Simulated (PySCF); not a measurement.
A calculated (PBE, PySCF 2.14, aug-cc-pVDZ-DK, the spin-free X2C one-electron Hamiltonian (Gaussian nucleus)) atom or ion has these occupied shells.

```csv
shell,electrons,orbital energy (eV),"rms radius, mean of both spins (bohr)"
1s α,1,-8857.8,0.0601
1s β,1,-8857.8,0.0601
2s α,1,-1077.4,0.255
2s β,1,-1076.7,0.255
2p α,3,-932.00,0.228
2p β,3,-931.53,0.228
3s α,1,-129.78,0.763
3s β,1,-128.48,0.763
3p α,3,-87.116,0.810
3p β,3,-85.828,0.810
3d α,5,-19.350,1.09
3d β,4,-18.079,1.09
4s α,1,-14.186,2.64
```

(1) Name the element and its charge.

Answers

(1) Cu⁺ (copper, charge +1), in [Ar] 3d9 4s1, high-spin 3D determinant (an excited configuration).
